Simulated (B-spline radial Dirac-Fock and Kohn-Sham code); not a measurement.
Atomic SCF run for Tb⁵⁺

ΔSCF core binding energies without Breit or QED terms, calculated with a radial finite-basis atomic code. Keys: rel is the Hamiltonian (dirac, or spin-free x2c and nr, where L3 and M5 stand for the whole 2p and 3d shells), method is hf or an exchange,correlation pair (spin-unpolarised, also for the hole states), nuc the nuclear model, radius_factor scales its radius, rmax is the box in bohr, h the logarithmic mesh step, order the B-spline order, points the quadrature points per cell, c_factor scales the speed of light, and damp, ndamp, maxit and tol steer the iteration. The run stops when the commutator error falls below 10·tol·max(1, Z/10), or the numerical noise floor, and the energy has settled to about 1e-8 Ha; the virial ratio is −V/T.

Input (task.json):

```json
{"items": [{"Z": 65, "q": 5, "cfg": [[1, 0, 2], [2, 0, 2], [2, 1, 6], [3, 0, 2], [3, 1, 6], [3, 2, 10], [4, 0, 2], [4, 1, 6], [4, 2, 10], [4, 3, 7], [5, 0, 2], [5, 1, 5]], "A": 159, "rrms": 5.06, "do": "settings", "holes": ["K", "L3", "M5"],
  "settings": [{"rel": "dirac", "method": "hf", "nuc": "fermi", "radius_factor": 1.0, "rmax": 45.0, "h": 0.3, "order": 8, "points": 10, "c_factor": 1.0, "maxit": 60, "damp": 0.5, "ndamp": 3, "tol": 0.0001}]}]}
```

Command: `python xray2_run.py task.json out`

Ground-state iterations:

```
iter   energy (Ha)        error
   1   -11666.86519825  2.07e+00
   2   -11688.64888603  1.31e+00
   3   -11705.80892464  3.30e-01
   4   -11706.92398095  1.07e-01
   5   -11707.00848248  2.99e-02
   6   -11707.01713095  2.08e-02
   7   -11707.02075057  1.74e-03
   8   -11707.02077116  6.30e-04
   9   -11707.02077414  3.27e-05
  10   -11707.02077415  9.75e-07
```

The ground state converged in 10 iterations, with total energy -11707.02077 Ha, virial ratio 1.91454 and highest orbital energy -83.08 eV. ΔSCF binding energies: K (1s) 52300.1 eV, L3 (2p3/2) 7611.8 eV, M5 (3d5/2) 1323.5 eV.
